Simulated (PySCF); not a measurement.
# Reading the logs of faulty runs: Cl2FSi

All numbers below are calculated, not measured. They come from PySCF 2.14.0, an open-source quantum chemistry program, on an isolated molecule that a program drew, which may never have been made. The molecule is Cl2FSi (charge 0, doublet), drawn as the SMILES string `F[Si](Cl)Cl`.

Each row is a Hartree-Fock (HF) and frozen-core CCSD(T) single point in the cc-pV(D+d)Z basis, meant for a local HF minimum. Run 1 is clean. Each other run has one planted mistake out of seven kinds, and not every kind appears here: one electron removed, one electron added, multiplicity raised by two, geometry at a saddle point, minimal basis STO-3G, one bond length entered in bohr, all coordinates scaled. The reference is restricted for singlets and unrestricted otherwise, and also for a bond in bohr. Adding or removing an electron swaps singlet and doublet. Electrons count all cores. HOMO and LUMO are orbital energies over both spins, the gradient is its largest component, and the lowest frequency (negative if imaginary) is given only where the gradient is small. Bond lengths are over the 3 bonds as drawn. T1 is the CCSD diagnostic: over 0.02 (restricted) or 0.045 (unrestricted) a single reference is doubtful.

Geometry of the clean run:
```xyz
4
Cl2FSi, angstrom
F    -3.0027    1.0064    0.5440
Si   -3.0116    0.9547    2.1436
Cl   -2.3650   -0.9006    2.7085
Cl   -1.7364    2.4027    2.8190
```

```
run,electrons,basis functions,<S^2>,HOMO (eV),LUMO (eV),gradient (hartree/bohr),lowest frequency (cm^-1),mean bond (Å),longest bond (Å),T1,HF (hartree),CCSD(T) (hartree),mistake
1,57,83,0.754,-10.62,0.48,1.1e-05,183,1.8963,2.044,0.0130,-1307.51333,-1308.08806,no fault
2,57,83,1.679,-8.37,-0.68,6.6e-03,-,2.3710,3.024,0.0796,-1307.33578,-1307.89866,one bond length entered in bohr
3,57,83,0.753,-10.00,1.27,7.9e-02,-,1.7958,1.936,0.0114,-1307.49640,-1308.06664,all coordinates scaled
4,57,83,3.764,-4.02,-3.73,1.1e-01,-,1.8963,2.044,0.0653,-1307.20294,-1307.77149,multiplicity raised by two
5,56,83,0.000,-19.15,-8.63,1.0e-01,-,1.8963,2.044,0.0185,-1307.15699,-1307.74883,?
```

**Which mistake was planted in run 5, and what did it cost?**

It counts 56 electrons, one fewer than the clean run, at the same geometry and basis. So the mistake is: one electron removed. Subtracting run 1 and multiplying by 627.51 kcal/mol a hartree, the energy moved by 223.6 kcal/mol in HF and 212.9 kcal/mol in CCSD(T).

Cautions from the logs. Run 2: T1 is over the limit, so its CCSD(T) energy is less reliable; run 4: T1 is over the limit, so its CCSD(T) energy is less reliable.
